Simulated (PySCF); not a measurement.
Excitation energy of P²⁺ by level of theory

P²⁺ [Ne] 3s2 3p1 (2P) → P²⁺ [Ne] 3s2 4s1 (2S), as a difference of total energies. Calculation: PySCF 2.14, in aug-cc-pVTZ-DK; scalar relativity by spin-free X2C-1e. Correlated levels: valence: [Ne] frozen. The calculations carry no spin-orbit coupling.

```csv
method,excitation energy (eV)
UHF,14.522
LDA,14.465
PBE,14.550
PBE0,14.668
r2SCAN,15.005
BHandHLYP,14.643
PBEsol,14.531
B97-3,14.695
wB97M-V,14.291
MP2 (valence),14.504
SCS-MP2 (valence),14.533
```

A first-order spin-orbit estimate (lowest level to lowest level, LS coupling) adds 0.041 eV.

The promoted electron is Rydberg-like, and one or two diffuse shells describe it only roughly, which tends to raise the upper state.
